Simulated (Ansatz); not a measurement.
CH$_{2}$ClNOSi (`O=C=N[SiH2]Cl`), relaxed with RKS PBE0-D4/def2-TZVP in the Gaussian-basis code of Ansatz from a PBE-D4/def2-SVP geometry. The force threshold is 0.005 eV/Å; the program also tests the step.

The species carries charge 0 and has multiplicity 1.

Start:

```xyz
7

O     0.553   -2.539   -1.650
C     0.282   -1.536   -1.093
N    -0.014   -0.498   -0.543
Si   -0.242    0.869    0.478
Cl    0.900    0.667    2.198
H     0.204    2.094   -0.255
H    -1.684    0.944    0.865
```

(1) How much energy does the relaxation release, and in how many steps? (Best estimate.)

(2) Which bonds change most? (Estimate.)

(3) Give the relaxed structure. (Best estimate.)

## Answers

(1) The calculation gave: 1.49 kcal/mol, in 13 steps, 1 of them rejected.

(2) Computed: Si4–Cl5 from 2.075 to 2.046 Å; N3–Si4 from 1.721 to 1.699 Å; Si4–H6 from 1.495 to 1.475 Å; Si4–H7 from 1.495 to 1.475 Å.

(3) The calculation gave: 
```xyz
7

O     0.629   -2.509   -1.494
C     0.277   -1.492   -1.057
N    -0.112   -0.438   -0.646
Si   -0.255    0.858    0.444
Cl    0.912    0.535    2.092
H     0.210    2.090   -0.221
H    -1.661    0.956    0.882
```
